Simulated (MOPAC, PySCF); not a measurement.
C$_{10}$H$_{10}$Si, SMILES `[SiH3]c1ccc2cccc-2cc1`, neutral singlet in the gas phase. 

Z-matrix (Å, degrees):
```
C
C 1 1.3919
C 2 1.3943 1 129.28
H 2 1.0958 1 115.10 3 -179.99
H 3 1.0964 2 114.20 4 0.02
C 1 1.4020 2 126.19 4 0.00
H 6 1.0897 1 125.22 2 0.01
C 6 1.4053 7 126.44 1 179.99
H 8 1.0914 6 124.99 7 0.01
C 8 1.4016 9 125.04 6 -179.99
H 10 1.0897 8 126.52 9 -0.01
C 10 1.4055 11 125.19 8 180.00
C 12 1.3887 10 126.12 11 -0.01
H 13 1.0958 12 115.11 10 0.00
C 13 1.3986 14 115.48 12 179.99
H 15 1.0948 13 114.42 14 0.00
C 15 1.4022 16 115.96 13 180.00
Si 17 1.8903 15 117.22 16 0.24
H 18 1.4932 17 109.84 15 -2.04
H 18 1.4955 19 109.42 16 122.79
H 18 1.4957 19 109.29 20 117.72
```
Charge 0, multiplicity 1.

All levels are single points at this geometry (PBE0-D3(BJ)/def2-SVP); Pople sets use spherical d functions. Orbital energies aren't observables, and empty levels follow the basis.

```csv
level,HOMO (eV),LUMO (eV),gap (eV),dipole (D),"vertical IE, Delta-SCF (eV)"
PBE0-D3(BJ)/def2-TZVP in PySCF,-5.83,-2.36,3.47,0.07,7.34
B3LYP/3-21G in PySCF,-5.38,-2.10,3.28,0.33,–
B3LYP/6-31G* in PySCF,-5.30,-2.09,3.21,0.09,7.08
B3LYP/LANL2DZ in PySCF,-5.48,-2.23,3.25,0.58,–
HF/3-21G in PySCF,-7.14,1.09,8.22,0.82,–
PM6 in MOPAC,-8.11,-1.35,6.76,1.73,–
```
